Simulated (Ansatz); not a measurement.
`C[O][Zr]([Cl])([NH]C(C)C)[O]C`, relaxed with RKS PBE0-D4/def2-TZVP in the Gaussian-basis code of Ansatz from a GFN2-xTB geometry. The force threshold is 0.005 eV/Å; the program also tests the step.

Charge 0, multiplicity 1. Zr takes the def2 core potential.

Start:

```xyz
24

C    -2.213   -1.228    1.085
O    -0.933   -0.670    1.151
Zr   -0.296   -0.177   -0.564
Cl   -0.067   -2.195   -1.684
N     1.347    0.962   -0.825
C     2.181    0.801    0.354
C     1.540    1.473    1.590
C     2.344   -0.713    0.604
O    -1.674    0.819   -1.375
C    -2.404    0.178   -2.380
H    -2.962   -0.461    0.811
H    -2.244   -2.062    0.353
H    -2.484   -1.634    2.071
H     1.251    1.966   -1.032
H     3.182    1.244    0.188
H     2.126    1.281    2.488
H     1.483    2.553    1.441
H     0.520    1.077    1.724
H     3.098   -0.897    1.369
H     1.383   -1.143    0.939
H     2.658   -1.198   -0.327
H    -1.761   -0.052   -3.252
H    -2.859   -0.764   -2.010
H    -3.216    0.839   -2.719
```

(1) How much energy does the relaxation release, and in how many steps? (Best estimate.)

(2) Which bonds change most? (Estimate.)

(3) Give the relaxed structure. (Estimate.)

## Answers

(1) Ansatz gave: 125.06 kJ/mol, in 37 steps, 3 of them rejected.

(2) Ansatz gave: Zr3–Cl4 from 2.320 to 2.399 Å; Zr3–O9 from 1.884 to 1.908 Å; C6–C7 from 1.546 to 1.522 Å; C6–C8 from 1.542 to 1.519 Å.

(3) Ansatz gave: 
```xyz
24

C    -1.930   -1.794    1.573
O    -1.341   -1.333    0.404
Zr   -0.400   -0.631   -1.107
Cl    0.697   -2.449   -2.224
N     0.969    0.751   -0.527
C     1.999    0.704    0.496
C     1.796    1.790    1.543
C     2.023   -0.674    1.135
O    -1.541    0.307   -2.314
C    -2.594    0.766   -3.098
H    -2.929   -1.363    1.699
H    -2.025   -2.885    1.548
H    -1.326   -1.522    2.446
H     0.953    1.656   -0.985
H     2.979    0.867    0.022
H     2.599    1.777    2.285
H     1.782    2.781    1.082
H     0.843    1.644    2.059
H     2.822   -0.747    1.876
H     1.077   -0.878    1.647
H     2.193   -1.455    0.387
H    -2.579    0.281   -4.079
H    -3.557    0.558   -2.621
H    -2.510    1.848   -3.247
```
